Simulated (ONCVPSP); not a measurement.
## Logarithmic derivatives: Hf, ONCV

hafnium, optimised norm-conserving Vanderbilt (ONCV), made with ONCVPSP 4.0.1 (PBE, scalar-relativistic). Core [Kr] 4d10 4f14, reference 5s2 5p6 5d2 (charge +2). Waves: 5s: rc 1.15 bohr, ncon 4, nbas 8, qcut 4.8 1/bohr, 2 projectors, debl 3.4 Ha; 5p: rc 1.25 bohr, ncon 3, nbas 6, qcut 7.4 1/bohr, 1 projector; 5d: rc 1.95 bohr, ncon 4, nbas 8, qcut 5.4 1/bohr, 2 projectors, debl 3.6 Ha. Local part: polynomial inside 0.80 bohr (lpopt 5, dvloc0 -1 Ha). Core correction: none.

The phase is arctan(r·R′/R) of the radial function R(r), unwrapped; energies in Ha, scanned from -5 to 5 Ha. A pole is an energy at which the radial function vanishes at the test radius. The pseudo phase is shifted by a multiple of π to meet the all-electron one at the reference energy, and phase errors are pseudo minus all-electron; the curves can meet again beyond the range given. Levels narrower than the energy grid can be missing from the lists of poles.

| channel | radius (bohr) | reference energy (Ha) | poles, all-electron | poles, pseudo | unbroken range about the reference energy with phases within 0.05 rad | phase error 1 Ha above the reference energy (rad) |
| --- | --- | --- | --- | --- | --- | --- |
| s | 1.16 | -3.02 | 2.16 | 2.16 | the whole range | -0.000 |
| p | 1.27 | -1.86 | 2.83 | -4.29, 2.87 | above -3.2 | +0.002 |
| d | 1.98 | -0.61 | 0.61 | 0.61 | the whole range | -0.000 |

Note: ghosts flagged at negative energy: s at -238.4 eV, p at -117.7 eV; GHOST(+) flagged for d at 254.9 eV. A true bound ghost makes a file unfit for plane-wave use.

Phases in the d channel:

```json
{"E (Ha)": "-4.96", "all-electron": "1.356", "pseudo": "1.356"}
{"E (Ha)": "-4.48", "all-electron": "1.339", "pseudo": "1.339"}
{"E (Ha)": "-4.00", "all-electron": "1.316", "pseudo": "1.316"}
{"E (Ha)": "-3.52", "all-electron": "1.287", "pseudo": "1.287"}
{"E (Ha)": "-3.04", "all-electron": "1.245", "pseudo": "1.245"}
{"E (Ha)": "-2.56", "all-electron": "1.181", "pseudo": "1.181"}
{"E (Ha)": "-2.08", "all-electron": "1.069", "pseudo": "1.069"}
{"E (Ha)": "-1.60", "all-electron": "0.820", "pseudo": "0.819"}
{"E (Ha)": "-1.12", "all-electron": "0.076", "pseudo": "0.076"}
{"E (Ha)": "-0.64", "all-electron": "-0.957", "pseudo": "-0.957"}
{"E (Ha)": "-0.16", "all-electron": "-1.343", "pseudo": "-1.343"}
{"E (Ha)": "0.32", "all-electron": "-1.506", "pseudo": "-1.506"}
{"E (Ha)": "0.80", "all-electron": "-1.607", "pseudo": "-1.607"}
{"E (Ha)": "1.28", "all-electron": "-1.694", "pseudo": "-1.694"}
{"E (Ha)": "1.76", "all-electron": "-1.794", "pseudo": "-1.794"}
{"E (Ha)": "2.24", "all-electron": "-1.955", "pseudo": "-1.955"}
{"E (Ha)": "2.72", "all-electron": "-2.337", "pseudo": "-2.337"}
{"E (Ha)": "3.20", "all-electron": "-3.397", "pseudo": "-3.397"}
{"E (Ha)": "3.68", "all-electron": "-4.150", "pseudo": "-4.151"}
{"E (Ha)": "4.16", "all-electron": "-4.398", "pseudo": "-4.399"}
{"E (Ha)": "4.64", "all-electron": "-4.510", "pseudo": "-4.511"}
```
